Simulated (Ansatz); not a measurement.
A run for Ansatz (a program for electronic structure): R-BHLYP/def2-TZVPP on C6H4O2 (SMILES O=C1C=CC=CC1=O).

Ansatz 0.2 input:
```yaml
crystal:
  periodic: [false, false, false]
  atoms:
    - {symbol: O, position_ang: [1.55402253, 2.09601467, 0.56820509]}
    - {symbol: C, position_ang: [0.82939795, 1.16212880, 0.31490363]}
    - {symbol: C, position_ang: [-0.63675986, 1.25919471, 0.33512986]}
    - {symbol: C, position_ang: [-1.39604887, 0.19113316, 0.04573004]}
    - {symbol: C, position_ang: [-0.82285908, -1.10487771, -0.29953794]}
    - {symbol: C, position_ang: [0.50165681, -1.31482913, -0.35058599]}
    - {symbol: C, position_ang: [1.44341010, -0.22618577, -0.05493926]}
    - {symbol: O, position_ang: [2.64354765, -0.36745752, -0.08807234]}
    - {symbol: H, position_ang: [-1.06015449, 2.22156353, 0.59153179]}
    - {symbol: H, position_ang: [-2.47608224, 0.27282939, 0.06337427]}
    - {symbol: H, position_ang: [-1.50896347, -1.91387147, -0.51919129]}
    - {symbol: H, position_ang: [0.92883295, -2.27564265, -0.60654787]}
basis:
  gaussian:
    orbitals: def2-TZVPP
hamiltonian:
  xc: {name: BHLYP}
scf: {lower_state_search: off}
```

Task: Predict the final total energy.

Result: -381.3717 hartree.

Task: How many basis functions does it have, and what does it roughly cost on one machine?

Result: 304 functions; roughly 11 core-seconds.
